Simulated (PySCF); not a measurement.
Bonds (- single, = double, # triple, : aromatic): C1-N2 1.446 Å, N2-N3 1.339 Å, N3=C4 1.289 Å, C4-O5 1.346 Å, C4-C6 1.422 Å, C6=C7 1.346 Å, C7-C8 1.450 Å, C8=O9 1.221 Å, C8-N2 1.383 Å. C1 carries H10, H11, H12; O5 carries H13; C6 carries H14; C7 carries H15.

Theoretical values (PySCF 2.14.0 with density-fitted response routines): GIAO B97-2/pcSseg-2 shieldings, PBE0-D3(BJ)/def2-TZVP structure. Non-relativistic, rapidly exchanging positions averaged, gas phase, one computed conformer.

Task: Predict the 2D correlation tables (HSQC, COSY, HMBC).

Result: 

HSQC (one-bond C–H):
```csv
δH,δC
7.07 (H14),129.7 (C6)
6.90 (H15),141.1 (C7)
3.49 (H10/H11/H12),44.1 (C1)
```

COSY cross peaks (H two or three bonds apart, from the bond graph; peaks can be absent where the dihedral angle is near 90°):
```csv
δH,δH
7.07 (H14),6.90 (H15)
```

HMBC (two and three bonds, from the bond graph):
```csv
δH,δC
7.07 (H14),"163.3 (C8), 155.8 (C4), 141.1 (C7)"
6.90 (H15),"163.3 (C8), 155.8 (C4), 129.7 (C6)"
3.49 (H10/H11/H12),163.3 (C8)
```

Shifts are taken against calculated references (same method and geometry level): $^{1}$H (σ = 31.64 ppm), $^{13}$C (σ = 185.38 ppm) against TMS.

Exchangeable OH/NH protons stand at their gas-phase positions; hydrogen bonding in a real sample shifts them, mostly to higher δ. Shifts are as computed. Against solution values, carbons near 30 ppm lie about +3 ppm off and those near 130 ppm about +7 ppm. Of 1211 compounds with measured shifts, 218 miss one by over three times the rms of a fit or turn the order of signals round; such compounds aren't used in these exercises.
